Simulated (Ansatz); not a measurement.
The same group exchange along the group F, Cl, Br.

Calculated with Ansatz (gas phase, PBE0-D4/def2-TZVP geometries, no zero-point term in ΔE). CBS: MP2 limit from def2 TZ/QZ plus the TZ coupled-cluster correction, frozen cores. This one scheme is used for every species. Functionals use def2-TZVPP. For Br outer-core shells are correlated without core-valence functions, which leaves a few kJ/mol of doubt a bond. Scalar relativity is left out up to krypton. Each species was taken in one conformer, which may not be the lowest.

| reaction | B2PLYP (kJ/mol) | PBE0-D4 (kJ/mol) | MP2/CBS(def2) (kJ/mol) | CCSD/CBS(def2) (kJ/mol) |
| --- | --- | --- | --- | --- |
| `FB1CC1` + `CC` → `CCB1CC1` + H–F | 132 | 119 | 113 | 119 |
| `ClB1CC1` + `CC` → `CCB1CC1` + HCl | 92 | 88 | 88 | 85 |
| `BrB1CC1` + `CC` → `CCB1CC1` + HBr | 85 | 80 | 86 | 81 |

(1) Give the CCSD(T)/CBS values in the same order. (An estimate is asked.)

Largest T1 diagnostic: 0.012, for `FB1CC1`.

## Answers

(1) Ansatz gave: 117, 85, 82 kJ/mol.
